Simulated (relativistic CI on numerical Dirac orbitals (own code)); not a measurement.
# Hyperfine structure of Gd⁴⁵⁺, mass number 155

Method of calculation: Dirac-Coulomb-Breit CI, KLI orbitals optimised for each configuration, a model potential for QED, unscaled Slater integrals (own radial code, finite nucleus).

CI space (outside the closed core [Ne]): 3s2 3p6 3d, 3s2 3p5 3d2, 3s 3p6 3d2, 3s2 3p6 4s, 3s2 3p6 4p, 3s2 3p6 4d, 3s2 3p5 3d 4s, 3s2 3p6 4f, 3s2 3p5 3d 4p, 3p6 3d3, 3p5 3d4, 3p5 3d3 4s. Double excitations out of closed p, d and f shells are left out; levels of such configurations are missing from the list, as are those of other unlisted configurations, and high levels can miss mixing partners. These lack a partner that the ground configuration has and come out too high: 3s2 3p5 3d 4p.

Nuclear spin I = 3/2, μ = -0.2591 μN, Q = 1.27 b (tables of Stone and Pyykkö). The electronic factors are computed for point nuclear moments, without core polarisation or the Bohr-Weisskopf and QED corrections.

```tsv
Level	E (eV)	A (MHz)	B (MHz)
3s2 3p6 3d 2D_3/2	0.000	-11130	53300
3s2 3p6 3d 2D_5/2	38.786	-4517	67700
3s2 3p5 3d2 4D°_1/2	207.954	-2644	
3s2 3p5 3d2 4D°_5/2	242.460	-6200	68100
3s2 3p5 3d2 4G°_9/2	246.716	-11070	-274000
3s2 3p5 3d2 2H°_11/2	255.425	-10520	-208000
```

Levels with J = 0, under 50 % of one LS term, or S terms without an open s electron are left out. Small factors come from cancelling terms and can be off by tens of per cent or more.

At this charge energies of transitions that change n are usually good to better than 1 %, and those within a shell (Δn = 0) to a few per cent.

Task: Give the hyperfine levels of 3s2 3p6 3d 2D_3/2 relative to its centre of gravity.

Result: With K = F(F + 1) − I(I + 1) − J(J + 1), E = AK/2 + B[¾K(K + 1) − I(I + 1)J(J + 1)]/[2I(2I − 1)J(2J − 1)]: F = 0: 108300, F = 1: 43920, F = 2: -31620, F = 3: -11710 MHz.

LS names give the leading component of a level, which can be under half, so a name can repeat, a term be missing and a line seem to break the LS rules.
